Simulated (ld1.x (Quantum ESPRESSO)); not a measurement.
**Building the PAW potential for Ru (LDA (PZ), scalar-relativistic).**

* Element: Ru
* Generator: ld1.x (Quantum ESPRESSO) 7.5
* Type: PAW
* Functional: LDA (PZ)
* Relativity: scalar-relativistic
* Frozen core: [Ar] 3d10
* Valence charge: 16
* Reference configuration: 4s2 4p6 4d7 5s1 5p0
* Partial waves: 4s (bound): rcut 0.40, rcutus 0.50 bohr; 5s (bound): rcut 0.40, rcutus 0.50 bohr; 4p (bound): rcut 1.50, rcutus 1.85 bohr; 5p (bound, empty): rcut 1.50, rcutus 1.85 bohr; 4d (bound): rcut 1.35, rcutus 1.90 bohr; 4d channel at 0.05 Ry: rcut 1.35, rcutus 1.90 bohr
* Local potential: all-electron potential smoothed inside 1.75 bohr (lloc = -1)
* Core correction: Bessel-smoothed model core, default radius (core density twice the valence density)
* Augmentation charge: BESSEL, radius 0.40 bohr

All-electron outer shells of the reference configuration (LDA (PZ), scalar-relativistic, ld1.x):

```csv
shell,level (eV),outermost node (bohr),outermost maximum (bohr)
3p,-446.91,0.16,0.36
3d,-273.50,–,0.30
4s,-76.44,0.48,0.91
4p,-46.53,0.49,0.98
4d,-5.40,0.48,1.21
5s,-4.52,1.24,2.73
5p,-1.04,1.41,3.82
```

(1) Does the generator finish with these settings?

## Answers

(1) No. ld1.x (Quantum ESPRESSO) 7.5 stopped with "new_paw_hamiltonian: negative rho": the pseudo-density turned negative during the self-consistent test, most likely because a state had been found with a wrong node count and its wave set to zero before. Before that it printed "Warning: n=1, l=0 expected 0 nodes, found 1".
